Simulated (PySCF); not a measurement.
These 3 structures share the formula C4H3F3. Method: PySCF 2.14.0, PBE0-D3(BJ)/def2-SVP geometry optimisation, gas phase. Energies are electronic, without zero-point or thermal terms, for one conformer each. No frequencies were run at this level. Point groups hold within 0.08 Å.

Question: Order them by energy at this level, lowest first, and give relative energies in kcal/mol.
A. `C#CCC(F)(F)F`
B. `[CH:1]#[C:2][C@H:3]([F:4])[CH:5]([F:6])[F:7]` with C2–C3–C5–F6 -176°
C. `[CH2:1]=[CH:2][C:3]([F:4])=[C:5]([F:6])[F:7]` with C1–C2–C3–F4 0° (1,1,2-trifluorobuta-1,3-diene)

Answer: A (0.0), C (3.4), B (21.1).

```json
{"SMILES": "C#CCC(F)(F)F", "E (Eh)": "-452.89735", "E rel (kcal/mol)": "0.0", "dipole (D)": "1.85", "point group": "Cs", "A, B, C (MHz)": "5234, 1763, 1732"}
{"SMILES": "C=CC(F)=C(F)F", "E (Eh)": "-452.89192", "E rel (kcal/mol)": "3.4", "dipole (D)": "1.27", "point group": "Cs", "A, B, C (MHz)": "4924, 1911, 1377"}
{"SMILES": "C#C[C@H](F)C(F)F", "E (Eh)": "-452.86377", "E rel (kcal/mol)": "21.1", "dipole (D)": "1.75", "point group": "C1", "A, B, C (MHz)": "4044, 2121, 1453"}
```

Question: As an exercise, what shares would exp(−E/RT) give at 1000 K from these electronic energies alone (no entropy, no degeneracies)?

Answer: RT = 1.987 kcal/mol: C#CCC(F)(F)F 84.7 %, C=CC(F)=C(F)F 15.3 %, C#C[C@H](F)C(F)F under 0.1 %.
